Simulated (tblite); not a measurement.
C4H8N2O2Si.
Z-matrix (Å and degrees, GFN2-xTB geometry), rows numbered from 1:
```
C 
O   1  1.4001
Si  2  1.6113  1  128.17
O   3  1.6163  2  113.20  1   -60.17
N   3  1.7499  2  103.55  1  -175.94
C   5  1.3504  3  132.14  2   -41.98
C   6  1.3697  5  107.96  3  -173.91
C   7  1.4056  6  104.12  5     0.43
N   8  1.3133  7  111.03  6    -0.06
H   1  1.0921  2  110.44  3   -66.95
H   1  1.0908  2  110.61  3    53.56
H   1  1.0901  2  107.82  3   173.47
H   3  1.4604  2  112.26  1    65.79
H   4  0.9568  3  117.57  2  -139.66
H   6  1.0703  5  120.35  3     6.85
H   7  1.0707  6  128.21  5  -179.47
H   8  1.0728  7  128.59  6  -179.81
```

Method: GFN2-xTB as coded in tblite; computed harmonic values from a numerical Hessian at the method's own geometry, unscaled. Errors from tens to a few hundred cm⁻¹ against measured bands are possible. Modes of hydrogen on silicon can be 10 to 20 % off. One conformer, not necessarily the lowest.

Harmonic wavenumbers (cm⁻¹): 41.6, 75.9, 79.1, 94.6, 120.9, 163.0, 254.8, 258.5, 318.7, 352.0, 508.3, 594.2, 639.5, 695.0, 731.6, 772.1, 802.1, 819.2, 846.6, 856.0, 888.4, 939.3, 952.2, 1058.3, 1082.6, 1131.9, 1137.6, 1139.2, 1167.9, 1236.8, 1327.6, 1395.8, 1411.6, 1412.4, 1474.2, 1483.4, 1540.0, 2285.9, 2959.7, 2979.6, 2994.5, 3158.4, 3173.4, 3186.6, 3621.2.

A = 3202, B = 923.4, C = 751.0 MHz; mass 144.036 u (most abundant isotopes); point group C1, symmetry number 1.

Q: What is the zero-point energy?

A: ½Σν̃ = 27081 cm⁻¹ = 323.96 kJ/mol.

Q: Give the ideal-gas entropy at 350 K and 1 bar in the rigid-rotor, harmonic-oscillator model (classical rotation).

A: Translation 174.17, rotation 124.84, vibration 155.77: S = 454.8 J/(mol K).

Q: And Cp and H(350 K) − H(0)?

A: Cp = 179.94 J/(mol K), of which vibrations give 146.68 (their classical limit is 45 R = 374.2); H(350 K) − H(0) = 38.76 kJ/mol without the zero-point energy, 27.12 from vibrations.

Q: What must be added to the electronic energy to get the Gibbs energy at 350 K and 1 bar?

A: ZPE + [H(350 K) − H(0)] − T·S = 323.96 + 38.76 − 159.17 = 203.55 kJ/mol.

Q: Blend soft modes into free rotors: weight 1/[1 + (100 cm⁻¹/ν̃)⁴] for the oscillator and the rest for a rotor with moment μB/(μ + B), μ = h/(8π²ν), B = 10⁻⁴⁴ kg m². What vibrational entropy results?

A: 140.31 J/(mol K) in place of 155.77, which changes −T·S at 350 K by +5.41 kJ/mol.

Hindered rotation and anharmonicity are outside this model. Other conformers, if any are populated, would add a mixing term that is left out. The structure is chiral; the term R ln 2 for an equal mix with its mirror image is left out.
